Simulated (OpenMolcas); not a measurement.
# InC at 2.224 Å: OpenMolcas input and output

Input (each module block was a call of its own in one work directory; start orbitals came from a preliminary run):

```
&GATEWAY
Coord
2
angstrom
In 0.0 0.0 0.0
C 0.0 0.0 2.2240
Basis=ANO-RCC-VTZP
Group=XY
RX2C
AMFI
ANGMom
0.0 0.0 0.0
RICD
&SEWARD
&GUESSORB
* RASSCF and CASPT2 blocks for each multiplicity and irrep, as for the first:
&RASSCF
FileOrb=$CurrDir/o41.orb
Symmetry=1
Spin=4
nActEl=7 0 0
Inactive=14 10
RAS2=4 4
CIRoot=5 5 1
Linear
Iterations=120 100
OrbListing=Nothing
PRWF=0.15
>>COPY $Project.RasOrb $CurrDir/o41.orb
>>COPY $Project.rasscf.h5 $CurrDir/r41.h5
&CASPT2
XMultistate=all
Imaginary=0.2
IPEA=0.25
MaxIter=40
>>COPY $Project.JobMix JOB001
&RASSI
Nr of JobIphs=5 5 6 5 4 2
1 2 3 4 5
1 2 3 4 5 6
1 2 3 4 5
1 2 3 4
1 2
SpinOrbit
EJob
Omega
MEES
MESO
Properties=4
'AngMom' 3 'Mltpl  1' 1 'Mltpl  1' 2 'Mltpl  1' 3
Thrs=1.0d-4
>>COPY $Project.rassi.h5 $CurrDir/so.h5
```

```bash
pymolcas m.inp
```

C2 symmetry about the axis (a holds Σ, Δ, Γ; b holds Π, Φ, H; Σ⁺ and Σ⁻ are not told apart); roots by multiplicity and irrep: 4a 5, 2b 6, 2a 5, 4b 4, 6b 2.

RASSI part of the output, in excerpt:

```
SPIN-FREE ENERGIES:
  (Shifted by EMIN (a.u.) =      -5916.5512974405)
 SF State       Relative EMIN(au)   Rel lowest level(eV)    D:o, cm**(-1)      Abs_M
     1             0.0000000000        0.0000000000              0.0000         0.0
     6             0.0448806635        1.2212650689           9850.1671         1.0
     7             0.0448806652        1.2212651166           9850.1675         1.0
    12             0.0467835909        1.2730463621          10267.8114         0.0
    13             0.0488334936        1.3288270551          10717.7130         2.0
    14             0.0489373511        1.3316531631          10740.5071         2.0
     8             0.0613134224        1.6684232196          13456.7408         1.0
     9             0.0613134250        1.6684232887          13456.7413         1.0
    15             0.0662666110        1.8032063461          14543.8400         0.0
    17             0.1011671222        2.7528976385          22203.6169         1.0
    18             0.1011671222        2.7528976385          22203.6169         1.0
     2             0.1253365244        3.4105805772          27508.1875         0.0
     3             0.1265153859        3.4426590331          27766.9177         2.0
     4             0.1265689145        3.4441156196          27778.6659         2.0
     5             0.1292017696        3.5157592563          28356.5108         0.0
    16             0.1317375058        3.5847601525          28913.0405         0.0
    10             0.1351177132        3.6767402825          29654.9103         1.0
    11             0.1351177478        3.6767412232          29654.9179         1.0
    19             0.1442150584        3.9242916553          31651.5468         1.0
    20             0.1442150584        3.9242916553          31651.5468         1.0
    21             0.1544303020        4.2022625952          33893.5336         1.0
    22             0.1544303058        4.2022627002          33893.5344         1.0
++ Dipole transition strengths (spin-free states):
     for osc. strength at least  1.00000000E-05
      From   To        Osc. strength     Einstein coefficients Ax, Ay, Az (sec-1)    Total A (sec-1)
         1   17       4.62690695E-03  1.11962977E+06  4.01899952E+05  0.00000000E+00  1.52152973E+06
         1   18       4.62690694E-03  4.01899901E+05  1.11962982E+06  0.00000000E+00  1.52152972E+06
         1    2       2.35436272E-03  0.00000000E+00  0.00000000E+00  1.18833681E+06  1.18833681E+06
         1   19       3.66632821E-02  1.47125200E+07  9.78733106E+06  0.00000000E+00  2.44998510E+07
         1   20       3.66632829E-02  9.78733068E+06  1.47125209E+07  0.00000000E+00  2.44998515E+07
         6    8       2.57536305E-04  0.00000000E+00  0.00000000E+00  2.23444831E+03  2.23444831E+03
         6    9       9.43122099E-04  0.00000000E+00  0.00000000E+00  8.18276177E+03  8.18276177E+03
         6   15       1.16862840E-03  9.47014530E+03  7.70278116E+03  0.00000000E+00  1.71729265E+04
         6   16       1.01079056E-05  1.16116206E+03  1.28891719E+03  0.00000000E+00  2.45007925E+03
         6   10       6.34741491E-05  0.00000000E+00  0.00000000E+00  1.66064784E+04  1.66064784E+04
         6   11       4.82940601E-05  0.00000000E+00  0.00000000E+00  1.26349844E+04  1.26349844E+04
         7    8       9.43122842E-04  0.00000000E+00  0.00000000E+00  8.18276395E+03  8.18276395E+03
         7    9       2.57535634E-04  0.00000000E+00  0.00000000E+00  2.23444271E+03  2.23444271E+03
         7   15       1.16862885E-03  7.70277664E+03  9.47015370E+03  0.00000000E+00  1.71729303E+04
         7   16       1.01076480E-05  1.28883051E+03  1.16118620E+03  0.00000000E+00  2.45001671E+03
         7   10       4.82970368E-05  0.00000000E+00  0.00000000E+00  1.26357530E+04  1.26357530E+04
         7   11       6.34704070E-05  0.00000000E+00  0.00000000E+00  1.66055115E+04  1.66055115E+04
        12    8       2.15110839E-03  1.36843197E+04  9.06991902E+02  0.00000000E+00  1.45913116E+04
        12    9       2.15113410E-03  9.06809664E+02  1.36846815E+04  0.00000000E+00  1.45914912E+04
        12   16       9.24239738E-03  0.00000000E+00  0.00000000E+00  2.14319809E+06  2.14319809E+06
        12   10       3.11720056E-04  1.15995658E+01  7.81390558E+04  0.00000000E+00  7.81506554E+04
        12   11       3.11700209E-04  7.81340599E+04  1.16809255E+01  0.00000000E+00  7.81457408E+04
        13    8       6.54294661E-04  2.34553582E+03  9.28688868E+02  0.00000000E+00  3.27422469E+03
        13    9       6.54234777E-04  9.28750818E+02  2.34517553E+03  0.00000000E+00  3.27392635E+03
        13   10       4.09467034E-04  9.73729097E+03  8.82100335E+04  0.00000000E+00  9.79473245E+04
        13   11       4.09490973E-04  8.82158039E+04  9.73732535E+03  0.00000000E+00  9.79531292E+04
        14    8       6.48799947E-04  9.05659656E+02  2.28725488E+03  0.00000000E+00  3.19291454E+03
        14    9       6.48839567E-04  2.28731779E+03  9.05793037E+02  0.00000000E+00  3.19311083E+03
        14   10       4.08986369E-04  8.78937559E+04  9.70321652E+03  0.00000000E+00  9.75969724E+04
        14   11       4.08981585E-04  9.70184962E+03  8.78940595E+04  0.00000000E+00  9.75959092E+04
         8   15       1.73233341E-05  9.53929067E-01  1.27017117E+01  0.00000000E+00  1.36556408E+01
         8   16       5.43887074E-04  8.13010156E+04  5.36763325E+03  0.00000000E+00  8.66686489E+04
         8   11       7.11234440E-05  0.00000000E+00  0.00000000E+00  1.24476478E+04  1.24476478E+04
         9   15       1.73230759E-05  1.27014747E+01  9.53948500E-01  0.00000000E+00  1.36554232E+01
         9   16       5.43890426E-04  5.36761257E+03  8.13015641E+04  0.00000000E+00  8.66691767E+04
         9   10       7.11297390E-05  0.00000000E+00  0.00000000E+00  1.24487370E+04  1.24487370E+04
        15   10       8.33024895E-05  1.26872977E+04  6.28916462E-01  0.00000000E+00  1.26879266E+04
        15   11       8.33032400E-05  6.29056931E-01  1.26874246E+04  0.00000000E+00  1.26880537E+04
        17    2       1.94897705E-04  2.68472752E+03  9.73320695E+02  0.00000000E+00  3.65804821E+03
        17    3       4.92447838E-04  2.48969375E+03  7.67671463E+03  0.00000000E+00  1.01664084E+04
        17    4       4.93487583E-04  7.72544972E+03  2.50549723E+03  0.00000000E+00  1.02309470E+04
        17    5       3.92994171E-04  2.63270540E+03  7.29130446E+03  0.00000000E+00  9.92400985E+03
        17   19       2.55161679E-03  0.00000000E+00  0.00000000E+00  1.51925615E+05  1.51925615E+05
        17   20       5.40779443E-05  0.00000000E+00  0.00000000E+00  3.21985064E+03  3.21985064E+03
        18    2       1.94897708E-04  9.73320417E+02  2.68472786E+03  0.00000000E+00  3.65804828E+03
        18    3       4.92447837E-04  7.67671485E+03  2.48969351E+03  0.00000000E+00  1.01664084E+04
        18    4       4.93487548E-04  2.50549747E+03  7.72544876E+03  0.00000000E+00  1.02309462E+04
        18    5       3.92994219E-04  7.29130539E+03  2.63270568E+03  0.00000000E+00  9.92401107E+03
        18   19       5.40779598E-05  0.00000000E+00  0.00000000E+00  3.21985156E+03  3.21985156E+03
        18   20       2.55161656E-03  0.00000000E+00  0.00000000E+00  1.51925601E+05  1.51925601E+05
         2   19       4.46579793E-04  3.06780241E+03  2.04602986E+03  0.00000000E+00  5.11383227E+03
         2   20       4.46579795E-04  2.04602974E+03  3.06780256E+03  0.00000000E+00  5.11383230E+03
         5   19       4.74091983E-05  1.38954624E+02  2.04385982E+02  0.00000000E+00  3.43340606E+02
         5   20       4.74091955E-05  2.04385946E+02  1.38954640E+02  0.00000000E+00  3.43340586E+02
        16   10       1.16273737E-04  4.22280207E-03  4.26811636E+01  0.00000000E+00  4.26853864E+01
        16   11       1.16275515E-04  4.26826895E+01  4.22265649E-03  0.00000000E+00  4.26869122E+01
 Electric-quadrupole - electric-quadrupole not included
 Electric-dipole - electric-octupole not included
 Electric-dipole - magnetic-quadrupole not included
   Eigenvalues of complex Hamiltonian:
  (Shifted by EMIN (a.u.) =      -5916.5512974405)
 SO State       Relative EMIN(au)   Rel lowest level(eV)    D:o, cm**(-1)      Omega
     1            -0.0001726656        0.0000000000              0.0000         1.5
     2            -0.0001726656        0.0000000000              0.0000         1.5
     3            -0.0001405241        0.0008746149              7.0542         0.5
     4            -0.0001405241        0.0008746149              7.0542         0.5
     5             0.0443582587        1.2117481807           9773.4082         1.5
     6             0.0443582587        1.2117481807           9773.4082         1.5
     7             0.0449471772        1.2277734711           9902.6609         0.5
     8             0.0449471772        1.2277734711           9902.6609         0.5
     9             0.0465525309        1.2714573688          10254.9953         0.5
    10             0.0465525309        1.2714573688          10254.9953         0.5
    11             0.0485768280        1.3265413004          10699.2771         1.7
    12             0.0485768280        1.3265413004          10699.2771         1.7
    13             0.0487145455        1.3302887840          10729.5026         2.4
    14             0.0487145455        1.3302887840          10729.5026         2.4
    15             0.0613281106        1.6735213761          13497.8602         1.5
    16             0.0613281106        1.6735213761          13497.8602         1.5
    17             0.0615492791        1.6795396780          13546.4011         0.5
    18             0.0615492791        1.6795396780          13546.4011         0.5
    19             0.0663886452        1.8112255377          14608.5192         0.5
    20             0.0663886452        1.8112255377          14608.5192         0.5
    21             0.0987947751        2.6930412564          21720.8426         0.5
    22             0.0987947751        2.6930412564          21720.8426         0.5
    23             0.1004299530        2.7375367124          22079.7226         0.5
    24             0.1004299530        2.7375367124          22079.7226         0.5
    25             0.1019981289        2.7802089538          22423.8975         1.5
    26             0.1019981289        2.7802089538          22423.8975         1.5
    27             0.1035474354        2.8223677296          22763.9309         2.5
    28             0.1035474354        2.8223677296          22763.9309         2.5
    29             0.1233883366        3.3622661559          27118.5054         0.5
    30             0.1233883366        3.3622661559          27118.5054         0.5
    31             0.1241730866        3.3836202915          27290.7381         1.5
    32             0.1241730866        3.3836202915          27290.7381         1.5
    33             0.1250527578        3.4075573631          27483.8036         0.5
    34             0.1250527578        3.4075573631          27483.8036         0.5
    35             0.1255373731        3.4207444174          27590.1644         1.5
    36             0.1255373731        3.4207444174          27590.1644         1.5
    37             0.1276827036        3.4791218353          28061.0100         2.5
    38             0.1276827036        3.4791218353          28061.0100         2.5
    39             0.1278164387        3.4827609532          28090.3615         0.5
    40             0.1278164387        3.4827609532          28090.3615         0.5
    41             0.1298224514        3.5373473404          28530.6304         3.5
    42             0.1298224514        3.5373473404          28530.6304         3.5
    43             0.1302120992        3.5479501960          28616.1482         1.5
    44             0.1302120992        3.5479501960          28616.1482         1.5
    45             0.1330699070        3.6257151077          29243.3645         0.5
    46             0.1330699070        3.6257151077          29243.3645         0.5
    47             0.1343442300        3.6603912033          29523.0461         1.5
    48             0.1343442300        3.6603912033          29523.0461         1.5
    49             0.1365295892        3.7198578564          30002.6770         0.5
    50             0.1365295892        3.7198578564          30002.6770         0.5
    51             0.1433646426        3.9058491357          31502.7978         2.5
    52             0.1433646426        3.9058491357          31502.7978         2.5
    53             0.1436383527        3.9132971655          31562.8702         1.5
    54             0.1436383527        3.9132971655          31562.8702         1.5
    55             0.1440305836        3.9239703135          31648.9550         0.5
    56             0.1440305836        3.9239703135          31648.9550         0.5
    57             0.1445984196        3.9394219173          31773.5806         0.5
    58             0.1445984196        3.9394219173          31773.5806         0.5
    59             0.1516055230        4.1300949155          33311.4620         1.5
    60             0.1516055230        4.1300949155          33311.4620         1.5
    61             0.1531038381        4.1708661453          33640.3042         0.5
    62             0.1531038381        4.1708661453          33640.3042         0.5
    63             0.1543493151        4.2047573010          33913.6548         0.5
    64             0.1543493151        4.2047573010          33913.6548         0.5
    65             0.1554528237        4.2347852993          34155.8469         1.5
    66             0.1554528237        4.2347852993          34155.8469         1.5
    67             0.1564693532        4.2624464753          34378.9493         2.5
    68             0.1564693532        4.2624464753          34378.9493         2.5
    69             0.1574236214        4.2884134374          34588.3870         3.5
    70
```

Only roots inside an energy window near the equilibrium distance were included, so the list of states is not complete; labels number the states computed. Each spin and symmetry block has orbitals of its own, averaged over its own roots, so gaps between blocks are less sure than gaps within one and near the minimum can be off by tenths of an eV, in bad cases by more. No Rydberg orbitals are active, so Rydberg states, and σ→σ* states whose orbital the CASSCF left unused, can be missing between those listed. CASPT2 splits the two components of degenerate states numerically, here by up to 23 cm⁻¹. No roots were computed in block 6a (none fell in the window or the block failed), so states of that kind are missing and can lie low or lowest.
